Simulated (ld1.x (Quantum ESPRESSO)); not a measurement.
Transferability test, TM potential for thallium

```json
{
 "Element": "Tl (Z = 81)",
 "Generator": "ld1.x (Quantum ESPRESSO) 7.5",
 "Type": "norm-conserving Troullier–Martins (Kleinman–Bylander form)",
 "Functional": "PBE",
 "Relativity": "non-relativistic",
 "Frozen core": "[Xe] 4f14 5d10",
 "Valence charge": "3",
 "Reference configuration": "6s2 6p1",
 "Partial waves": "6s (bound): rc 1.95 bohr; 6p (bound): rc 2.35 bohr",
 "Local potential": "all-electron potential smoothed inside 2.00 bohr (lloc = -2)",
 "Core correction": "none"
}
```

Energies are relative to the spin-unpolarised reference configuration 6s2 6p1; without spin polarisation the order of configurations can differ from experiment.

| valence configuration | charge | ΔE all-electron (eV) | error AE − PS (meV) |
| --- | --- | --- | --- |
| 6s2 6p0 | +1 | 5.321 | +26 |
| 6s1 6p0 | +2 | 23.159 | +148 |
| 6s2 6p0.5 | +0.5 | 1.949 | +4.5 |
| 6s0 6p3 | 0 | 10.240 | +96 |
| 6s2 6p1.3 | -0.3 | -0.555 | +1.0 |

What are ΔE and the potential's error for 6s1 6p2?

ΔE = 5.021 eV all-electron; the error (AE − PS) is +19 meV.

What are ΔE and the potential's error for 6s1 6p1?

ΔE = 10.988 eV all-electron; the error (AE − PS) is +20 meV.

Levels in the configuration 6s2 6p1.3:

| level | all-electron (eV) | pseudo (eV) |
| --- | --- | --- |
| 6s | -5.872 | -5.872 |
| 6p | -1.151 | -1.157 |
